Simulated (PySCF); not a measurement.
An equivalent PySCF input for Hg⁺ (mercury, charge +1), [Xe] 4f14 5d10 6s1, 2S determinant, with a scalar-relativistic core potential:

```python
from pyscf import gto, scf, dft, mp, cc
import basis_set_exchange as bse
txt = bse.get_basis("aug-cc-pVDZ-PP", elements=["Hg"], fmt="nwchem", header=False)
cut = txt.index("\nECP")
mol = gto.M(atom="Hg 0 0 0", charge=1, spin=1, symmetry="D2h",
            basis=gto.basis.parse(txt[:cut]),
            ecp={"Hg": gto.basis.parse_ecp(txt[cut:])})
mf = dft.UKS(mol, xc="M062X")
mf.irrep_nelec = {'Ag': (4, 3), 'B1g': (1, 1), 'B2g': (1, 1), 'B3g': (1, 1), 'B1u': (1, 1), 'B2u': (1, 1), 'B3u': (1, 1)}
mf.kernel()
```

It reaches the same state as the run whose output follows, with an energy that differs only through the grid. The run itself started from symmetry-adapted Hartree-Fock orbitals and held the occupation by maximum overlap, on a logarithmic radial grid, so the iterations belong to that start.

```
SCF conv_tol = 1e-09
number electrons alpha = 10  beta = 9
XC functionals = M062X
    Y. Zhao and D. G. Truhlar.,  Theor. Chem. Acc. 120, 215 (2008)
    Y. Zhao and D. G. Truhlar.,  Theor. Chem. Acc. 120, 215 (2008)
cycle= 1 E= -153.024814401675  delta_E= -0.00554  |g|= 0.0373  |ddm|= 0.128
cycle= 2 E= -153.025070058875  delta_E= -0.000256  |g|= 0.0285  |ddm|= 0.0538
cycle= 3 E= -153.025288965863  delta_E= -0.000219  |g|= 0.00147  |ddm|= 0.0206
cycle= 4 E= -153.025291124084  delta_E= -2.16e-06  |g|= 0.000122  |ddm|= 0.00296
cycle= 5 E= -153.025291136854  delta_E= -1.28e-08  |g|= 1.92e-05  |ddm|= 0.000193
cycle= 6 E= -153.025291137075  delta_E= -2.21e-10  |g|= 2.62e-06  |ddm|= 2.27e-05
converged SCF energy = -153.025291137075  <S^2> = 0.75055087  2S+1 = 2.0005508
```

Energies and moments cover only the electrons outside the core potential. Spin-orbit coupling, which splits the p, d and f shells strongly at this Z, is absent.
